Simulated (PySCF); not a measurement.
# NMR problem set

Calculated, not measured (PySCF): NMR shieldings at PBE0/pcSseg-1/GIAO, geometry: GFN2-xTB. Non-relativistic, rapidly exchanging positions averaged, gas phase, single conformer.

Referencing at the same level of theory: TMS for $^{1}$H (σref 31.72), $^{13}$C (σref 186.93). Splittings of carbon signals by F and P are missing where no couplings were computed. Where no couplings were computed, multiplicities follow the n + 1 count of equivalent neighbours, and m marks all less simple cases (inequivalent or close neighbours, rings, F or P nearby). Shifts are as computed. Against solution values, carbons near 30 ppm lie about +3 ppm off and those near 130 ppm about +5 ppm. Of 1309 compounds with measured shifts, 239 miss one by over three times the rms of a fit or turn the order of signals round; such compounds aren't used in these exercises. OH and NH positions are gas-phase values without hydrogen bonding to other molecules.

Problem. C4H7N3OSi. $^{1}$H NMR (500 MHz, computed): δ 4.21 (q, 2H), 1.65 (br s, 2H), 1.45 (t, 3H). $^{13}$C{$^{1}$H} NMR (computed): δ 122.2, 62.6, 20.0. Identify the compound.

Solution. `[Si](OCC)(N)(C#N)C#N`. Rings plus π bonds: 4 (no ring in the answer). 3 carbon signals for 4 carbons: some carbons are equivalent by symmetry or fast rotation. Carbon types of the structure: 2 × C, 1 × CH2, 1 × CH3, leaving 2 H on heteroatoms. δC 122.2: nitrile carbon; C≡N carbons fall here, among the sp2 signals but without a proton. δC 62.6: sp3 CH2 bonded to O; the inductive effect lowers its shielding. δC 20.0: methyl carbon; a saturated carbon with 1 carbon neighbour and no heteroatom attached. δH 1.65: hydrogen on a nitrogen bonded to Si; labile proton, position sensitive to the medium.

This is the structure that produced the data.

Problem. C3H9F2NSi2. $^{1}$H NMR (400 MHz, computed): δ 6.20 (m, 1H), 4.49 (m, 1H), 3.51 (d, 3H), 1.35 (d, 3H), 0.04 (br s, 1H). $^{13}$C{$^{1}$H} NMR (computed): δ 137.3 (C), 74.2 (CH), 22.8 (CH3). Give a structure.

Solution. SMILES N1[C@@H](C)C(F)(F)[Si@H]1[SiH3]. The formula gives 1 degree of unsaturation (1 ring in the answer). 3 carbon signals for 3 carbons: no two carbons are equivalent. Carbon types of the structure: 1 × C, 1 × CH, 1 × CH3, leaving 5 H on heteroatoms. δC 137.3: fully substituted sp3 carbon bonded to 2 F and Si; 2 electronegative neighbours deshield it. δC 74.2: sp3 CH bonded to N; deshielded by the electronegative neighbour. δC 22.8: methyl carbon; aliphatic region, no heteroatom directly attached. δH 0.04: hydrogen on a nitrogen bonded to C, Si, in a 4-membered ring; exchangeable, gas-phase position.

This is the structure that produced the data.

Problem. C4H7N3OSi. $^{1}$H NMR (600 MHz, computed): δ 8.90 (br s, 1H), 6.82 (m, 1H), 6.78 (m, 1H), 5.83 (m, 1H), 5.10 (s, 3H). $^{13}$C{$^{1}$H} NMR (computed): δ 163.5, 163.2, 135.3, 127.0. Identify the compound.

Solution. `C=Cc1n[nH]c(O[SiH3])n1`. Rings plus π bonds: 4 (1 ring in the answer). 4 carbon signals for 4 carbons: no two carbons are equivalent. Carbon types of the structure: 2 × C, 1 × CH, 1 × CH2, leaving 4 H on heteroatoms. δC 163.2: aromatic carbon bearing oxygen; the electronegative substituent deshields the carbon that carries it. δC 135.3: alkene CH; as expected for a trigonal carbon in a double bond. δC 127.0: terminal =CH2 carbon; an sp2 carbon of a C=C bond. δH 8.90: hydrogen on a pyrrole-type ring nitrogen; labile proton, position sensitive to the medium.

The data come from this structure; uniqueness wasn't tested.

Problem. C7H14Si2. $^{1}$H NMR (500 MHz, computed): δ 6.30 (d, 1H), 4.48 (sept, 1H), 3.86 (t, 3H), 2.94 (d, 1H), 2.08 (q, 2H), 0.43 (d, 6H). $^{13}$C{$^{1}$H} NMR (computed): δ 167.6 (C), 124.1 (CH), 92.9 (CH), 88.0 (C), 27.1 (CH2), -4.0 (CH3). Give a structure.

Solution. `C#C/C=C(/C[SiH3])[SiH](C)C`. Rings plus π bonds: 3 (no ring in the answer). 6 carbon signals for 7 carbons: some carbons are equivalent by symmetry or fast rotation. Carbon types of the structure: 2 × C, 2 × CH, 1 × CH2, 2 × CH3, leaving 4 H on heteroatoms. δC 167.6: fully substituted alkene carbon. δC 124.1: alkene CH; as expected for a trigonal carbon in a double bond. δC 92.9: terminal alkyne carbon; the triple bond shields along its axis, which puts it between sp3 and sp2 carbons. δC 88.0: alkyne carbon; the triple bond shields along its axis, which puts it between sp3 and sp2 carbons.

This is the structure that produced the data.
